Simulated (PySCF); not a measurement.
## Gas-phase XPS of Si(OAc)H3, computed

Si(OAc)H3, C2H6O2Si.
Bonds: Si1–O2, O2–C3, C3–C4, C3–O5. Hydrogens: H9, H10, H11 on Si1; H6, H7, H8 on C4.

Method: delta-SCF UKS SCAN, pcX-2 on the ionised atom, pcseg-1 elsewhere, spin-free X2C in PySCF. These are vertical core ionisation energies against the vacuum level, from separate self-consistent calculations with and without the core hole.

Question: List the computed XPS lines with their assignment.

Answer: 
| atom(s) | environment | level | binding energy (eV) | 2p1/2 (eV) | above the level's lowest (eV) | count |
| --- | --- | --- | --- | --- | --- | --- |
| Si1 | silicon bonded to O and 3 H | Si 2p3/2 | 107.83 | 108.46 | 0.00 | 1 |
| C4 | carbon bonded to C and 3 H | C 1s | 291.47 | – | 0.00 | 1 |
| C3 | carbon bonded to C and 2 O | C 1s | 294.91 | – | +3.44 | 1 |
| O5 | oxygen bonded to C | O 1s | 537.89 | – | 0.00 | 1 |
| O2 | oxygen bonded to C and Si | O 1s | 539.03 | – | +1.14 | 1 |
| Si1 | silicon bonded to O and 3 H | Si 1s | 1847.71 | – | 0.00 | 1 |

Lowest listed C 1s: C4, bonded to C and 3 H. Highest, 3.44 eV above it: C3, bonded to 2 O and C.

Lowest listed O 1s: O5, bonded to C. Highest, 1.14 eV above it: O2, bonded to C and Si.

Question: Which effective nuclear charge Zeff reproduces each element's mean 1s value in the hydrogen-like formula E = 13.606 eV × Zeff²?

Answer: C (Z = 6): mean 293.2 eV, Zeff = 4.64, Z − Zeff = 1.36; O (Z = 8): mean 538.5 eV, Zeff = 6.29, Z − Zeff = 1.71; Si (Z = 14): mean 1847.7 eV, Zeff = 11.65, Z − Zeff = 2.35. Means run over the listed sites, weighted by atom count.

Spin–orbit and ligand-field terms were added within each 2p shell after the spin-free SCF. 2p1/2 minus 2p3/2 (ligand field included): Si 0.63 eV. The structure is a single PBE0-D3(BJ)/def2-SVP conformer in the gas phase; no vibrational or solvent corrections.
